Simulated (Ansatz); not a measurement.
Program: Ansatz. Geometries: PBE0-D4/def2-TZVP. ΔE: electronic, gas phase. CBS: MP2 limit from def2 TZ/QZ plus the TZ coupled-cluster correction, frozen cores. This one scheme is used for every species. DFT in def2-TZVPP. B3LYP here is the variant with VWN-RPA as its local correlation; programs differ in this. Each species was taken in one conformer, which may not be the lowest.

`CC[SiH](F)[SiH3]` + `[AlH3]` → `CC[SiH](F)[AlH2]` + SiH₄  (formal exchange of groups at the Si–Si bond)

`CC[SiH](F)[SiH3]`:

```xyz
14

C    -2.176    0.059   -0.789
C    -0.665    0.282   -0.787
Si    0.178   -0.304    0.771
F    -0.118   -1.877    0.959
Si    2.501    0.018    0.714
H    -2.630    0.417   -1.717
H    -2.657    0.587    0.039
H    -2.420   -1.000   -0.688
H    -0.200   -0.220   -1.643
H    -0.430    1.348   -0.900
H    -0.416    0.381    1.955
H     2.785    1.474    0.575
H     3.102   -0.690   -0.449
H     3.146   -0.473    1.961
```

`[AlH3]`:

```xyz
4

Al    0.000    0.000    0.000
H     1.411    0.652   -0.315
H    -0.080   -1.467    0.596
H    -1.331    0.815   -0.282
```

`CC[SiH](F)[AlH2]`:

Cartesian coordinates in Å:
```
C 1.773 -0.153 -1.205
C 0.707 -0.599 -0.207
Si -0.622 0.689 0.097
F -1.299 1.047 -1.328
Al -2.353 -0.002 1.722
H 2.526 -0.930 -1.360
H 2.289 0.745 -0.857
H 1.332 0.079 -2.177
H 1.159 -0.832 0.765
H 0.230 -1.526 -0.546
H 0.059 1.944 0.548
H -1.902 -0.417 3.191
H -3.899 -0.047 1.356
```

SiH₄:

Z-matrix (Å, degrees):
```
Si
H 1 1.485
H 1 1.485 2 109.5
H 1 1.485 2 109.5 3 -120.0
H 1 1.485 2 109.5 3 120.0
```

| level | ΔE (kJ/mol) | difference from CCSD(T)/CBS |
| --- | --- | --- |
| r2SCAN-D4 | 4.3 | 1.5 |
| B3LYP-D4 | 3.6 | 0.8 |
| ωB97X-V | 4.5 | 1.7 |
| r2SCAN | 3.7 | 0.9 |
| HF/def2-TZVPP | 1.3 | -1.5 |
| MP2/def2-TZVPP | 3.6 | 0.8 |
| SCS-MP2/def2-TZVPP | 2.2 | -0.6 |
| CCSD(T)/def2-TZVPP | 1.8 | -1.0 |
| MP2/def2-QZVPP | 4.2 | 1.4 |
| SCS-MP2/def2-QZVPP | 2.8 | 0.0 |
| CCSD(T)/CBS | 2.8 | 0 |

Largest T1 diagnostic among the species: 0.011.
